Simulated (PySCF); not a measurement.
C5H4BF, SMILES C#C[C@@H]1C=CB1F.

The structure is a stationary point at B3LYP-D3(BJ)/def2-SVP. The structure was generated by enumeration; whether it is a known compound was not checked.

Computed with B3LYP-D3(BJ)/def2-SVP run with PySCF 2.14.0.

No scaling factor is applied to the harmonic values.

| mode | ν (cm⁻¹) | IR (km/mol) | moving atoms (share of kinetic energy) |
|---|---|---|---|
| 1 | 77 | 0.2 | C 52 %, F 26 %, H 17 % |
| 2 | 121 | 0.3 | C 64 %, F 19 %, H 14 % |
| 3 | 197 | 3.0 | C 65 %, H 25 % |
| 4 | 348 | 1.9 | C 59 %, F 26 %, H 10 % |
| 5 | 429 | 9.1 | C 57 %, B 19 %, H 19 % |
| 6 | 512 | 3.0 | C 63 %, F 16 %, H 14 % |
| 7 | 596 | 4.2 | C 61 %, F 20 %, H 11 % |
| 8 | 630 | 7.9 | B 43 %, C 37 %, F 11 %, H 10 % |
| 9 | 669 | 39.2 | H 76 %, C 24 % |
| 10 | 706 | 35.8 | H 76 %, C 24 % |
| 11 | 782 | 55.5 | H 53 %, C 31 %, B 12 % |
| 12 | 834 | 9.7 | C 50 %, H 38 %, B 10 % |
| 13 | 941 | 9.1 | C 66 %, H 33 % |
| 14 | 1005 | 31.8 | H 42 %, B 34 %, C 23 % |
| 15 | 1007 | 1.2 | H 66 %, C 34 % |
| 16 | 1041 | 28.6 | H 61 %, C 20 %, B 17 % |
| 17 | 1068 | 11.4 | H 49 %, C 48 % |
| 18 | 1103 | 19.3 | H 51 %, C 43 % |
| 19 | 1263 | 6.2 | H 66 %, C 28 % |
| 20 | 1317 | 3.9 | C 52 %, H 43 % |
| 21 | 1464 | 466.9 | B 70 %, F 17 %, C 10 % |
| 22 | 1573 | 20.5 | C 90 %, H 9 % |
| 23 | 2217 | 8.6 | C 91 %, H 9 % |
| 24 | 3036 | 6.2 | H 92 % |
| 25 | 3138 | 12.1 | H 91 %, C 9 % |
| 26 | 3223 | 2.8 | H 91 %, C 9 % |
| 27 | 3472 | 76.8 | H 86 %, C 14 % |
